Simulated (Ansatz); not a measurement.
A run for Ansatz (a first-principles code): R-CCSD(T)/def2-SVP on H3Ta (SMILES [TaH3]), 2S+1 = 1, a spin state set in the input, which need not be the lowest. Elements past Kr take the def2 small-core potentials; no spin–orbit coupling.

Ansatz 0.2 input:
```yaml
crystal:
  periodic: [false, false, false]
  atoms:
    - {symbol: Ta, position_ang: [-0.01447179, 0.01661877, -0.01410204]}
    - {symbol: H, position_ang: [-1.72618913, -0.14521069, -0.45051234]}
    - {symbol: H, position_ang: [0.62155114, -0.82890031, 1.40967721]}
    - {symbol: H, position_ang: [1.06112206, 1.02435752, -1.00110698]}
basis:
  gaussian:
    orbitals: def2-SVP
magnetization: {spin_polarized: false}
correlation: {method: ccsd_t, electrons: valence}
```

The log:

```
WARN ansatz: RAYON_NUM_THREADS=1 ignored (pool sized by the plan → 1); use --threads N
Functional definition: HF
integrals: 0.01 GiB planned
479 factors; integrals over basis functions are off by at most 9.3e-4 eV
mean field: 0.08 GiB planned
mean field evaluation 1: about -1576.2750 eV, gradient 1.7e1 eV
mean field evaluation 2: about -1576.2772 eV, gradient 1.7e1 eV
mean field evaluation 4: about -1577.6050 eV, gradient 1.7e0 eV
mean field evaluation 8: about -1577.6366 eV, gradient 1.9e-4 eV
mean field evaluation 16: about -1577.6332 eV, gradient 4.7e-1 eV
mean field evaluation 32: about -1577.3672 eV, gradient 9.8e0 eV
mean field evaluation 64: about -1576.6635 eV, gradient 1.6e-4 eV
mean field evaluation 96: about -1572.9368 eV, gradient 1.3e-2 eV
mean field evaluation 128: about -1576.6623 eV, gradient 1.3e-2 eV
mean field evaluation 160: about -1576.6621 eV, gradient 8.8e-3 eV
mean field -1577.63655125 eV, -57.9770738978 hartree, gradient 2.8e-6 eV, S^2 0.000000; 9 other end points of the search recorded, 0 dependent functions left out; unrestricted orbitals would lower it
mean field evaluation 192: about -1578.2176 eV, gradient 1.4e0 eV
determinant -1577.63655125 eV, -57.9770738978 hartree, with singles and doubles -1585.02379990 eV, -58.2485502785 hartree
determinant -1576.66353048 eV, -57.9413160441 hartree, with singles and doubles -1583.91218009 eV, -58.2076990042 hartree
determinant -1576.66349618 eV, -57.9413147839 hartree, with singles and doubles -1583.91215569 eV, -58.2076981073 hartree
determinant -1576.66084724 eV, -57.9412174371 hartree, with singles and doubles -1583.91088254 eV, -58.2076513201 hartree
reference -1577.63655125 eV, -57.9770738978 hartree; 8, 8 occupied and 39, 39 virtual orbitals, 479 factors
second order -6.66038762 eV of doubles, -0.00000000 eV of singles
coupled cluster: 0.08 GiB planned
cycle   1  -7.38983872 eV  change   -2.6e-3 eV  update   3.1e-3
cycle   2  -7.39141981 eV  change   -1.6e-3 eV  update   2.5e-3
cycle   3  -7.39212306 eV  change   -7.0e-4 eV  update   1.2e-3
cycle   4  -7.39192853 eV  change    1.9e-4 eV  update   5.1e-4
cycle   5  -7.39314239 eV  change   -1.2e-3 eV  update   1.7e-4
cycle   6  -7.39324517 eV  change   -1.0e-4 eV  update   5.2e-5
cycle   7  -7.39322935 eV  change    1.6e-5 eV  update   1.7e-5
perturbative correction -0.24694412 eV, -0.0090750289 hartree
Total energy: -1585.27672472 eV, -58.2578450941 hartree
```

The run converged.

Cost: very roughly 1.3 core-seconds.
